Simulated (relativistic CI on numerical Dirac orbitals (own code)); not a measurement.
# Line list: Electric-dipole lines, Ga4+

Computed by Dirac-Coulomb-Breit CI, separate exchange-only KLI orbitals for each configuration, model QED (radiative potential, 1s self-energy scaled to tabulated hydrogen-like ionisation energies), valence Slater integrals scaled by 0.85, P86 correlation estimate, and configurations built on the next ion tied to the tabulated ionisation energy (semi-empirical) (own radial code, finite nucleus).

Configuration list (outside the closed core [Ne]): 3s2.3p6.3d9, 3s2.3p6.3d8.4s, 3s2.3p6.3d8.4p, 3s2.3p6.3d8.4d, 3s2.3p6.3d8.5s, 3s2.3p6.3d8.4f, 3s2.3p5.3d10, 3s2.3p6.3d8.5p, 3s2.3p6.3d7.4s2, 3s2.3p6.3d8.5d, 3s2.3p6.3d7.4s.4p, 3s2.3p6.3d8.5f, 3s2.3p6.3d8.5g, 3s2.3p6.3d7.4p2, 3s.3p6.3d10, 3s2.3p6.3d7.4s.4d. Levels of other configurations are missing.

```
λ vac (nm)                         Lower                          Upper   A (s⁻¹)  E lower (cm⁻¹)  E upper (cm⁻¹)
    78.553   3s2.3p6.3d8.4p 4D°_7/2 [19]     3s2.3p6.3d8.4d 4D_5/2 [65]  5.86e+09          302707          430010
    78.854   3s2.3p6.3d8.4p 4D°_7/2 [19]     3s2.3p6.3d8.4d 4D_7/2 [64]  3.80e+09          302707          429524
    79.721   3s2.3p6.3d8.4p 2H°_9/2 [50]   3s2.3p6.3d8.4d 2I_11/2 [119]  6.66e+09          336127          461564
    79.748   3s2.3p6.3d8.4p 4G°_9/2 [21]    3s2.3p6.3d8.4d 4H_11/2 [67]  5.61e+09          305975          431371
    80.874  3s2.3p6.3d8.4p 4G°_11/2 [22]    3s2.3p6.3d8.4d 4H_13/2 [66]  6.66e+09          307306          430956
    80.881   3s2.3p6.3d8.4p 2F°_7/2 [41]     3s2.3p6.3d8.4d 2G_9/2 [98]  5.85e+09          329425          453064
    81.160  3s2.3p6.3d8.4p 2H°_11/2 [53]   3s2.3p6.3d8.4d 2I_13/2 [120]  6.62e+09          338658          461872
    81.206   3s2.3p6.3d8.4p 4F°_7/2 [28]     3s2.3p6.3d8.4d 4H_9/2 [76]  4.18e+09          311558          434702
    81.501   3s2.3p6.3d8.4p 2G°_9/2 [29]    3s2.3p6.3d8.4d 4H_11/2 [77]  6.28e+09          312009          434707
    81.904   3s2.3p6.3d8.4p 2G°_7/2 [34]     3s2.3p6.3d8.4d 2H_9/2 [89]  5.77e+09          315295          437389
    81.920   3s2.3p6.3d8.4p 4F°_9/2 [27]    3s2.3p6.3d8.4d 4G_11/2 [70]  4.62e+09          310120          432191
    82.419   3s2.3p6.3d8.4p 2G°_7/2 [32]     3s2.3p6.3d8.4d 2G_9/2 [83]  3.90e+09          314659          435991
    102.95    3s2.3p6.3d8.4s 2G_9/2 [16]    3s2.3p6.3d8.4p 2G°_9/2 [61]  1.80e+09          250129          347265
    103.44    3s2.3p6.3d8.4s 2G_7/2 [17]    3s2.3p6.3d8.4p 2G°_7/2 [60]  1.93e+09          250169          346843
    106.20     3s2.3p6.3d8.4s 4F_9/2 [3]    3s2.3p6.3d8.4p 4F°_9/2 [27]  1.13e+09          215955          310120
    106.84     3s2.3p6.3d8.4s 4F_7/2 [4]    3s2.3p6.3d8.4p 4F°_7/2 [28]  9.30e+08          217957          311558
    109.47     3s2.3p6.3d8.4s 4F_9/2 [3]   3s2.3p6.3d8.4p 4G°_11/2 [22]  1.74e+09          215955          307306
    111.08     3s2.3p6.3d8.4s 4F_7/2 [4]    3s2.3p6.3d8.4p 4G°_7/2 [23]  7.57e+08          217957          307982
    111.09     3s2.3p6.3d8.4s 4F_9/2 [3]    3s2.3p6.3d8.4p 4G°_9/2 [21]  6.36e+08          215955          305975
    112.21   3s2.3p6.3d8.4d 4H_13/2 [66]  3s2.3p6.3d8.4f 4I°_15/2 [193]  4.55e+09          430956          520076
    112.56   3s2.3p6.3d8.4d 4H_11/2 [67]  3s2.3p6.3d8.4f 2I°_13/2 [195]  3.55e+09          431371          520212
    112.84   3s2.3p6.3d8.4d 4H_11/2 [77]  3s2.3p6.3d8.4f 4I°_13/2 [213]  4.36e+09          434707          523327
    112.96    3s2.3p6.3d8.4s 2G_9/2 [16]   3s2.3p6.3d8.4p 2H°_11/2 [53]  1.62e+09          250129          338658
    113.23     3s2.3p6.3d8.4s 2F_7/2 [7]    3s2.3p6.3d8.4p 2G°_9/2 [29]  1.29e+09          223690          312009
    113.30   3s2.3p6.3d8.4d 4G_11/2 [70]  3s2.3p6.3d8.4f 4H°_13/2 [198]  3.13e+09          432191          520454
    113.42     3s2.3p6.3d8.4s 4F_5/2 [5]    3s2.3p6.3d8.4p 4G°_7/2 [23]  7.69e+08          219811          307982
    113.61     3s2.3p6.3d8.4s 4F_7/2 [4]    3s2.3p6.3d8.4p 4G°_9/2 [21]  7.69e+08          217957          305975
    113.86     3s2.3p6.3d8.4s 4F_7/2 [4]    3s2.3p6.3d8.4p 4D°_5/2 [20]  1.39e+09          217957          305788
    115.27     3s2.3p6.3d8.4s 4F_9/2 [3]    3s2.3p6.3d8.4p 4D°_7/2 [19]  1.42e+09          215955          302707
    116.34    3s2.3p6.3d8.4s 2G_7/2 [17]    3s2.3p6.3d8.4p 2H°_9/2 [50]  1.37e+09          250169          336127
```

Terms are leading LS components. Brackets give the number of a level in order of energy, since labels repeat. The list gives strong lines, with weight on those to low levels, without configurations that were not tied to measured data, without lines whose two gauges differ by over a factor of 2.5, among the lowest 300 of 1330 levels, so that lines to higher ones, which can be the strongest, are missing. Levels whose partners in the same complex of configurations lie outside the list can be far off, and so can their lines. Rates are taken at the computed energies, electric ones in the length gauge.

Configurations that consist of the next ion and one excited electron were tied to the tabulated ionisation energy; Rydberg ones are usually within 1,000 to 3,000 cm⁻¹ and the lowest ones within about 6,000 (9,000 in d shells), while levels on excited terms of the next ion carry the error of that term, and the other configurations can be misplaced by 10,000 cm⁻¹ or more. Rates follow the energies as ν³ (E1, M1) or ν⁵ (E2), so rates, branching and lifetimes can be off by large factors. 55 of the 59 excited levels that our extract of the measured tables holds in this range could be paired (the sources list more); they are missed by 5025 cm⁻¹ on average and 6201 at most, and levels without a partner can miss by more.

LS names give the leading component of a level, which can be under half, so a name can repeat, a term be missing and a line seem to break the LS rules.
